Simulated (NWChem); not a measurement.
# SiH$_{3}$S$_{2}$OCl; SMILES O[Si](S)(S)Cl

```xyz
8

O     -0.3093    -0.1928     1.8823
Si    -0.0406    -0.0257     0.2614
S      1.8796     0.7000    -0.2904
S     -0.3329    -1.9561    -0.5628
Cl    -1.3277     1.4139    -0.4728
H     -0.3908     0.6230     2.3892
H      2.5224    -0.3736     0.2240
H     -1.2672    -2.2850     0.3584
```
Atoms are numbered in this order, from 1.

All runs use the structure optimised with PBE0/def2-SVP.

Problem. List the 6 lowest vertical singlet excitations from BHandHLYP/def2-SVP, TDA (NWChem).

Solution. 
| state | energy (eV) | oscillator strength | leading excitation (squared amplitude) |
|---|---|---|---|
| S1 | 6.81 | 0.000 | HOMO → LUMO (0.48) |
| S2 | 6.85 | 0.001 | HOMO−1 → LUMO (0.32) |
| S3 | 7.50 | 0.021 | HOMO → LUMO+1 (0.64) |
| S4 | 7.66 | 0.018 | HOMO−1 → LUMO+1 (0.51) |
| S5 | 8.34 | 0.026 | HOMO−1 → LUMO+2 (0.29) |
| S6 | 8.39 | 0.010 | HOMO → LUMO+2 (0.43) |
